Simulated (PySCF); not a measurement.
**Radial density of Al (aluminium, neutral)**

UHF, [Ne] 3s2 4s1, 2S determinant (an excited configuration). Computed with PySCF 2.14 in dyall-acv3z, with scalar relativity by spin-free X2C-1e.

```tsv
r (bohr)	4πr²ρ (e/bohr)	4πr²(ρα − ρβ)
0.00224	0.09369	0.0000
0.00377	0.2484	0.0001
0.00635	0.6424	0.0002
0.0107	1.594	0.0004
0.0180	3.676	0.0009
0.0302	7.490	0.0017
0.0508	12.38	0.0026
0.0854	14.57	0.0022
0.144	10.85	0.0000
0.242	8.693	0.0026
0.407	12.57	0.0094
0.684	9.034	0.0005
1.15	2.099	0.0153
1.93	1.058	0.0352
3.25	0.4440	-0.0032
5.47	0.1554	0.1336
9.21	0.1190	0.1189
15.5	0.001916	0.0019
```

Densities and radii are taken from the X2C orbitals without a picture-change correction, which distorts them close to the nucleus.

The outer electron is Rydberg-like, and this basis confines it to a smaller radius and binds it less than a complete one would.

**Question.** Where is the radial spin density 4πr²(ρα − ρβ) most negative, and why is it negative at all?

**Answer.** Around r = 3.25 bohr, down to -0.0032 e/bohr: exchange with the open shell polarises the paired shells in an unrestricted calculation.
